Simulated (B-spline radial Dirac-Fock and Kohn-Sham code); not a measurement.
**Satellites and hypersatellites of the K lines of Eu²⁺**

System: the Eu²⁺ ion, configuration [Xe] 4f6 5d1 (an excited configuration).

Input file task.json (cfg lists n, l and occupation; rrms is the nuclear radius in fm):

```json
{"items": [{
  "Z": 63,
  "q": 2,
  "cfg": [[1, 0, 2], [2, 0, 2], [2, 1, 6], [3, 0, 2], [3, 1, 6], [3, 2, 10], [4, 0, 2], [4, 1, 6], [4, 2, 10], [4, 3, 6], [5, 0, 2], [5, 1, 6], [5, 2, 1]],
  "A": 153,
  "rrms": 5.1115,
  "do": ["binding", "quiet", "double"]
}]}
```

Run with: `python xray_run.py task.json out`

Model: relaxed Dirac-Fock hole states (ΔSCF) with Breit and QED corrections and a finite nucleus. Program: a radial B-spline solver. Each two-hole energy is an average over J within one jj subconfiguration, not an observable level; in light atoms, where LS coupling holds, the j-resolved values are not observed lines, and for a K spectator the Kα1 hypersatellite is nearly forbidden. Correlation energy is missing from these numbers.

Lines without a spectator: Kα2 (K-L2) 40899.1 eV, Kα1 (K-L3) 41539.4 eV, Kβ3 (K-M2) 46898.6 eV, Kβ1 (K-M3) 47031.3 eV. Shifts in eV with one spectator hole (a dash: not computed, or left out as unreliable):

| spectator hole | Kα2 | Kα1 | Kβ3 | Kβ1 |
| --- | --- | --- | --- | --- |
| K (1s) | +778.9 | +820.1 | +1002.4 | +1011.7 |
| L2 (2p1/2) | +93.2 | +121.4 | – | +243.7 |
| L3 (2p3/2) | +80.2 | +84.0 | +199.5 | – |
| M2 (3p1/2) | – | +17.19 | +35.9 | +42.7 |
| M3 (3p3/2) | +10.90 | – | +33.4 | +33.3 |
| M4 (3d3/2) | +3.24 | -0.07 | – | – |
| M5 (3d5/2) | -1.20 | +1.81 | – | – |
